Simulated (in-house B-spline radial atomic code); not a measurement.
Configurations of Cs VI (Cs5+), with energies counted from [Kr] 4d10 5s2 5p2. All numbers are computed (Dirac-Hartree-Fock, average of configuration; Fermi nucleus of rms radius 4.8041 fm) with an all-electron radial atomic-structure program (B-spline basis), not measured. Energies include first-order Breit, QED and recoil terms.

Occupations are held fixed; configurations that lie above the ionisation limit could autoionise.

```
                    configuration  E - E(ref) (eV)  highest orbital  its <r> (bohr)
            [Kr] 4d10 5s2 5p1 5f1            41.58            5f7/2           3.577
            [Kr] 4d10 5s1 5p2 7d1           66.552            7d5/2           6.819
            [Kr] 4d10 5s1 5p2 8f1           74.318            8f7/2           12.29
             [Kr] 4d9 5s2 5p2 6f1           124.76            6f7/2           5.869
             [Kr] 4d9 5s2 5p2 9s1           131.13            9s1/2           10.75
[Ar] 3d9 4s2 4p6 4d10 4f1 5s2 5p2           745.57            4f7/2           1.136
[Ar] 3d9 4s2 4p6 4d10 5s2 5p2 7s1            775.3            7s1/2           5.164
[Ar] 3d9 4s2 4p6 4d10 5s2 5p2 7g1           789.22            7g7/2           10.36
```

Question: Order these further configurations by energy, lowest first.
A. [Ar] 3d9 4s2 4p6 4d10 5s2 5p2 9g1
B. [Ar] 3d9 4s2 4p6 4d10 5s2 5p3
C. [Ar] 3d9 4s2 4p6 4d10 5s2 5p2 8g1
D. [Kr] 4d10 5s1 5p3
E. [Ar] 3d9 4s2 4p6 4d10 5s2 5p2 9s1

Answer: D (15.932 eV), B (728.2 eV), E (787.88 eV), C (791.6 eV), A (793.23 eV).

Question: How far above the reference does [Kr] 4d10 5s2 5p1 6d1 lie?

Answer: 42.181 eV; its least bound orbital is 6d5/2 with <r> = 4.364 bohr.

Question: How far above the reference does [Kr] 4d9 5s2 5p2 9f1 lie?

Answer: 135.37 eV; its least bound orbital is 9f7/2 with <r> = 16.01 bohr.

Question: How far above the reference does [Kr] 4d10 5s2 5p1 8s1 lie?

Answer: 52.195 eV; its least bound orbital is 8s1/2 with <r> = 7.795 bohr.
